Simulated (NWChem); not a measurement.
System meant: CH$_{3}$F$_{3}$Si; SMILES FC([SiH2]F)F

Here is an NWChem input.

```
start job
memory heap 200 mb stack 900 mb global 1100 mb
geometry units angstroms noautoz
  F     -0.977508    -1.614556     0.000000
  Si     0.511761    -0.975719     0.000000
  C      0.369513     0.933252     0.000000
  F     -0.305615     1.352346    -1.100994
  F     -0.305615     1.352346     1.100994
  H      1.221043    -1.402304     1.234694
  H      1.221043    -1.402304    -1.234694
  H      1.357960     1.435749     0.000000
end
basis spherical
  F library def2-svp
  Si library def2-svp
  C library def2-svp
  H library def2-svp
end
dft
  odft
  mult 2
  xc b3lyp
  iterations 150
  mulliken
end
task dft energy
```

End of the output:

```
 Summary of "ao basis" -> "" (spherical)
 ------------------------------------------------------------------------------
       Tag                 Description            Shells   Functions and Types
 ---------------- ------------------------------  ------  ---------------------
 F                          def2-svp                 6       14   3s2p1d
 Si                         def2-svp                 8       18   4s3p1d
 C                          def2-svp                 6       14   3s2p1d
 H                          def2-svp                 3        5   2s1p

                                 NWChem DFT Module
                                 -----------------

 Summary of "ao basis" -> "ao basis" (spherical)
 ------------------------------------------------------------------------------
       Tag                 Description            Shells   Functions and Types
 ---------------- ------------------------------  ------  ---------------------
 F                          def2-svp                 6       14   3s2p1d
 Si                         def2-svp                 8       18   4s3p1d
 C                          def2-svp                 6       14   3s2p1d
 H                          def2-svp                 3        5   2s1p

      Symmetry analysis of basis
      --------------------------

        a'         56
        a"         33

  number of electrons :                   50
  multiplicity        :                    2
 ------------------------------------------------------------------------
  no. of electrons and multiplicity not compatible                  50
 ------------------------------------------------------------------------
 ------------------------------------------------------------------------
  current input line :
    26: task dft energy
 ------------------------------------------------------------------------
 ------------------------------------------------------------------------
 There is an error in the input file
 ------------------------------------------------------------------------
 For more information see the NWChem manual at https://nwchemgit.github.io

0: no. of electrons and multiplicity not compatible:Received an Error in Communication
```

**Question.** Can this run be used? If not, why, and what is the fix?

**Answer.** The program refused the input. Cause: the multiplicity doesn't fit the number of electrons (an even count wants an odd multiplicity, and the reverse). This input runs:
```
start job
memory heap 200 mb stack 900 mb global 1100 mb
geometry units angstroms noautoz
  F     -0.977508    -1.614556     0.000000
  Si     0.511761    -0.975719     0.000000
  C      0.369513     0.933252     0.000000
  F     -0.305615     1.352346    -1.100994
  F     -0.305615     1.352346     1.100994
  H      1.221043    -1.402304     1.234694
  H      1.221043    -1.402304    -1.234694
  H      1.357960     1.435749     0.000000
end
basis spherical
  * library def2-svp
end
dft
  xc b3lyp
  iterations 150
  mulliken
end
task dft energy
```
It converges to -628.62998 Ha (B3LYP/def2-SVP).
